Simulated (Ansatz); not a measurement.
`CB(O)SCO` + BH₃ → `CBO` + `BSCO`  (redistribution)

Computed with Ansatz on PBE0-D4/def2-TZVP structures; ΔE is electronic, products minus reactants. CCSD(T)/CBS is the MP2 limit (def2-TZVPP, def2-QZVPP) plus CCSD(T) − MP2 in def2-TZVPP, frozen cores. This one scheme is used for every species. One conformer a species, not always the lowest.

```json
{"species": "`CB(O)SCO`", "CCSD(T)/def2-TZVPP energy (Eh)": "-653.14927"}
{"species": "BH₃", "CCSD(T)/def2-TZVPP energy (Eh)": "-26.53831"}
{"species": "`CBO`", "CCSD(T)/def2-TZVPP energy (Eh)": "-141.01173"}
{"species": "`BSCO`", "CCSD(T)/def2-TZVPP energy (Eh)": "-538.69119"}
```

**Question.** Work out ΔE.

**Answer.** ΔE = (-141.01173) + (-538.69119) − (-653.14927) − (-26.53831) = -0.01534 Eh = -9.6 kcal/mol. CCSD(T)/CBS gives -9.5 kcal/mol.

Largest T1 diagnostic among the species: 0.014.

The D4 term adds +2.0 kcal/mol with B3LYP and +1.1 kcal/mol with PBE0; it sums over pairs of atoms, weighted by their polarisabilities, and B3LYP, whose exchange is more repulsive, gets the larger term. From PBE to PBE0 (25 % exact exchange), in def2-TZVPP and without D4, ΔE moves by +1.4 kcal/mol.

B3LYP here is the variant with VWN-RPA as its local correlation; programs differ in this.
